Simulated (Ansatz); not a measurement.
HKO, charge -1, doublet, geometry from GFN2-xTB (such geometries of metal compounds can be far from the true shape) (a state made from the parent by changing its charge; the spin is typed, not shown lowest) (a gas-phase anion, which may not be bound at this level); WB97M-V/def2-SVP (Ansatz, an electronic-structure program).

Input for Ansatz:
Ansatz 0.2 input:
```yaml
crystal:
  periodic: [false, false, false]
  atoms:
    - {symbol: K, position_ang: [-0.00000000, -0.00000000, -1.05363639]}
    - {symbol: O, position_ang: [0.00000000, 0.00000000, 2.11672093]}
    - {symbol: H, position_ang: [0.00000000, 0.00000000, 3.08532400]}
basis:
  gaussian:
    orbitals: def2-SVP
hamiltonian:
  xc: {name: wB97M-V}
total_charge: -1
magnetization: {spin_polarized: true, initial_magnetization: 1}
```

The log (banner, timings and long lists left out):

```
Functional definition: wB97M-V
411 factors; integrals over basis functions are off by at most 1.2e-3 eV
132 factors; integrals over basis functions are off by at most 3.7e-4 eV
mean field evaluation 1: about -18373.5158 eV, gradient 3.6e1 eV
mean field evaluation 2: about -18367.5834 eV, gradient 6.1e1 eV
mean field evaluation 4: about -18381.4704 eV, gradient 5.2e0 eV
mean field evaluation 8: about -18381.7069 eV, gradient 1.1e-1 eV
mean field evaluation 16: about -18381.7076 eV, gradient 1.1e-3 eV
mean field evaluation 32: about -18380.3077 eV, gradient 2.3e0 eV
mean field -18381.70756527 eV, -675.5152934549 hartree, gradient 5.4e-5 eV, S^2 0.750254; 3 other end points of the search recorded, 0 dependent functions left out
reference -18381.70758378 eV, -675.5152941350 hartree; 15, 14 occupied and 28, 29 virtual orbitals, 411 factors
Total energy: -18381.70758378 eV, -675.5152941350 hartree
```
